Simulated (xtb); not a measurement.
3-fluoropenta-1,4-diyne (C5H3F), SMILES C#CC(F)C#C. All values are semi-empirical tight-binding results from xtb (GFN2-xTB unless named), good for trends rather than for accurate numbers. Geometry: GFN2-xTB.

Optimised geometry:

```xyz
9

C      0.1557     0.9479    -2.1716
C     -0.1271     0.3212    -1.1929
C     -0.4222    -0.4607     0.0000
F      0.3228    -1.6336     0.0000
C     -0.1271     0.3212     1.1929
C      0.1557     0.9479     2.1716
H      0.3829     1.5056    -3.0307
H     -1.4799    -0.7733     0.0000
H      0.3829     1.5056     3.0307
```
Charge 0, spin multiplicity 1.

| Property | Value |
|---|---|
| point group as xtb finds it | Cs |
| orbital gap | 6.16 eV |
| dipole moment | 2.37 D |
| zero-point energy | 35.0 kcal/mol |
| G − E(el) at 298.15 K (modified RRHO) | 16.1 kcal/mol |
| static polarisability (D4 model) | 53.4 bohr³ |
| solvation energy, GFN2-xTB/ALPB(water) | -3.4 kcal/mol |
| solvation energy, GFN2-xTB/ALPB(dmf) | -6.9 kcal/mol |

Give the IR lines (harmonic; lines under 4 % of the strongest left out, lines within 3 cm⁻¹ merged). (An estimate is asked for; the answer gives what the named calculation found.)

ν (cm⁻¹): 461 (w), 545 (w), 647 (w), 669 (m), 675 (w), 685 (w), 883 (m), 997 (vs), 1037 (w), 1214 (w), 1232 (w), 2838 (m), 3396 (m) (against the strongest line: vs over 80 %, s over 45 %, m over 15 %, w over 4 %, vw less)

Computed atomic charges and the Wiberg bond orders between heavy atoms:
charges (e) C1 -0.08, C2 -0.02, C3 0.19, F4 -0.25, C5 -0.02, C6 -0.08, H7 0.09, H8 0.07, H9 0.09. Bond orders C1–C2 2.91, C2–C3 1.01, C3–F4 0.91, C3–C5 1.01, C5–C6 2.91.
